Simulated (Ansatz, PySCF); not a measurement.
In(I) cation (IIn), SMILES [In][I] (connectivity only; charge and spin as stated), charge +1, multiplicity 2. Atoms are numbered in the order given.

```xyz
2

In     0.0000     0.0000    -1.7258
I      0.0000     0.0000     1.5981
```
Charge +1, spin multiplicity 2.

Geometry: PBE0-D3(BJ)/def2-TZVP. The multiplicity is an assumed one; other spin states were not compared. The def2 effective core potentials stand for the cores of I, In; spin–orbit coupling is left out.

Two levels are set side by side: PBE-D3(BJ)/def2-TZVP (Ansatz, a program for electronic structure) and PBE0-D3(BJ)/def2-TZVP (Ansatz). Each level has its own optimised geometry; the coordinates shown are those of the second. Frequencies come from the Hessian of PySCF at each geometry. Differences are taken from unrounded values.

```
quantity                            PBE0-D3(BJ)
----------------------------------  -----------
bond In1–I2 (Å)                           3.324
highest harmonic wavenumber (cm⁻¹)           80
mean harmonic wavenumber (cm⁻¹)              80
zero-point energy (kcal/mol)               0.11
```

Problem. What does PBE-D3(BJ) give, and how far is it from PBE0-D3(BJ)? (An estimate is asked for; the answer gives what the named calculation found.)

Solution. 
```
quantity                            PBE-D3(BJ)  PBE-D3(BJ) minus PBE0-D3(BJ)
----------------------------------  ----------  ----------------------------
bond In1–I2 (Å)                          3.319                        -0.005
highest harmonic wavenumber (cm⁻¹)          82                             2
mean harmonic wavenumber (cm⁻¹)             82                             2
zero-point energy (kcal/mol)              0.12                          0.00
```
